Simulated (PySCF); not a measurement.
H7Si3, SMILES [SiH2][SiH2][SiH3] (connectivity only; charge and spin as stated), charge +1, multiplicity 1.

Coordinates come from a B3LYP-D3(BJ)/def2-SVP optimisation. The spin state was assumed, not searched. The isomer is the one that the SMILES or the coordinates give; other isomers of the formula were not compared.

All values below come from PySCF with PBE/def2-TZVPD.

```
Quantity                                                            Value
------------------------------------------------  -----------------------
total energy                                           -871.91804 hartree
point group                                                            Cs
highest occupied level                                          -12.12 eV
lowest empty level                                               -9.63 eV
orbital gap                                                       2.49 eV
dipole moment about the centre of nuclear charge                0.588 e·Å
mean static polarisability                          91.5 bohr³ (13.55 Å³)
polarisability, principal values                  71.0, 79.6, 123.8 bohr³
```
